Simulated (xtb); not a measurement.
singlet oxygen (O2), singlet, geometry from GFN2-xTB; xtb with GFN2-xTB.

Input for xtb:
```
$ xtb coord --gfn 2 --json

# file coord
$coord
     -0.0000000000      -0.0000000000      -1.1431923891  o
      0.0000000000       0.0000000000       1.1431923891  o
$end
```

What the program printed (banner, timings and long lists left out):

```
   ID    Z sym.   atoms
    1    8 o      1, 2

           -------------------------------------------------
          |                Calculation Setup                |
           -------------------------------------------------

           -------------------------------------------------
          |                 G F N 2 - x T B                 |
           -------------------------------------------------

          ...................................................
          :                      SETUP                      :
          :.................................................:
          :  # basis functions                   8          :
          :  # atomic orbitals                   8          :
          :  # shells                            4          :
          :  # electrons                        12          :
          :  max. iterations                   250          :
          :  Hamiltonian                  GFN2-xTB          :
          :  restarted?                      false          :
          :  GBSA solvation                  false          :
          :  PC potential                    false          :
          :  electronic temp.          300.0000000     K    :
          :  accuracy                    1.0000000          :
          :  -> integral cutoff          0.2500000E+02      :
          :  -> integral neglect         0.1000000E-07      :
          :  -> SCF convergence          0.1000000E-05 Eh   :
          :  -> wf. convergence          0.1000000E-03 e    :
          :  Broyden damping             0.4000000          :
          :  net charge                          0          :
          :  unpaired electrons                  0          :
          ...................................................

 iter      E             dE          RMSdq      gap      omega  full diag
   1     -7.9149268 -0.791493E+01  0.398E+00    0.00       0.0  T
   2     -7.9149401 -0.132224E-04  0.240E+00    0.00       1.0  T
   3     -7.9149499 -0.981818E-05  0.548E-02    0.00       1.3  T
   4     -7.9149499 -0.297305E-08  0.158E-02    0.00       4.5  T
   5     -7.9149499 -0.540261E-10  0.339E-05    0.00    2083.3  T
   6     -7.9149499 -0.124345E-13  0.277E-07    0.00  100000.0  T

   *** convergence criteria satisfied after 6 iterations ***

         :::::::::::::::::::::::::::::::::::::::::::::::::::::
         ::                     SUMMARY                     ::
[...]
         :: total energy              -7.906752391476 Eh    ::
[...]
         1        2.0000           -0.8271207             -22.5071
         2        2.0000           -0.7368722             -20.0513
         3        2.0000           -0.6614301             -17.9984
         4        2.0000           -0.6614301             -17.9984
         5        2.0000           -0.6381753             -17.3656
         6        1.0000           -0.4429154             -12.0523 (HOMO)
         7        1.0000           -0.4429154             -12.0523 (LUMO)
         8                          0.1238699               3.3707
      -------------------------------------------------------------
                  HL-Gap            0.0000000 Eh            0.0000 eV
             Fermi-level           -0.4429154 Eh          -12.0523 eV

     #   Z          covCN         q      C6AA      α(0)
     1   8 o        0.979    -0.000    15.074     5.208
     2   8 o        0.979    -0.000    15.074     5.208

 Mol. C6AA /au·bohr⁶  :         60.297406
 Mol. C8AA /au·bohr⁸  :       1216.834505
 Mol. α(0) /au        :         10.415953

Wiberg/Mayer (AO) data.
largest (>0.10) Wiberg bond orders for each atom

 ---------------------------------------------------------------------------
     #   Z sym  total        # sym  WBO       # sym  WBO       # sym  WBO
 ---------------------------------------------------------------------------
     1   8 o    1.500 --     2 o    1.500
     2   8 o    1.500 --     1 o    1.500
 ---------------------------------------------------------------------------

Topologies differ in total number of bonds
Writing topology from bond orders to xtbtopo.mol

molecular dipole:
                 x           y           z       tot (Debye)
 q only:        0.000       0.000      -0.000
   full:        0.000      -0.000      -0.000       0.000
molecular quadrupole (traceless):
                xx          xy          yy          xz          yz          zz
 q only:        0.000       0.000       0.000       0.000       0.000      -0.000
  q+dip:        0.605       0.000       0.605       0.000      -0.000      -1.209
   full:        0.617       0.000       0.617       0.000      -0.000      -1.233

           -------------------------------------------------
          | TOTAL ENERGY               -7.906752391476 Eh   |
          | GRADIENT NORM               0.000192594323 Eh/α |
          | HOMO-LUMO GAP               0.000000000000 eV   |
           -------------------------------------------------

normal termination of xtb
```
